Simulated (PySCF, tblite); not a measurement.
Isomers of C5H9NSi. Computed with GFN2-xTB (tblite): harmonic, unscaled wavenumbers at the GFN2-xTB geometry, gas phase. Against measured fundamentals such values can be off by several per cent, at times by over 20. Modes of hydrogen on silicon can be 10 to 20 % off. One conformer each.

Electronic energies: PBE0/pcSseg-1 single points on the GFN2-xTB geometries (PySCF, gas phase).

```csv
SMILES,"electronic energy, lowest = 0 (kJ/mol)"
C=N[SiH]1CC=CC1,16.6
C/N=C\C#CC[SiH3],212.8
C=C(C#N)[SiH](C)C,0.0
```

How do GFN2-xTB zero-point energies change the relative energies?

```tsv
SMILES	ZPE (kJ/mol)	of it from modes above 1550 cm⁻¹	electronic (kJ/mol)	with ZPE, lowest = 0 (kJ/mol)	lowest mode (cm⁻¹)	rings
C=C(C#N)[SiH](C)C	319.7	183.1	0.0	0.0	24	0
C=N[SiH]1CC=CC1	326.6	176.5	16.6	23.5	62	1
C/N=C\C#CC[SiH3]	308.8	171.1	212.8	201.9	23	0
```

The zero-point energies span 17.8 kJ/mol, from `C/N=C\C#CC[SiH3]` to `C=N[SiH]1CC=CC1`. The order is unchanged.

And how do the electronic energies of GFN2-xTB itself compare?

`C=C(C#N)[SiH](C)C` 85.3; `C=N[SiH]1CC=CC1` 0.0; `C/N=C\C#CC[SiH3]` 92.2 kJ/mol, lowest = 0. Against the energies above, taken from the same isomer `C=C(C#N)[SiH](C)C`, the largest difference is 205.9 kJ/mol.
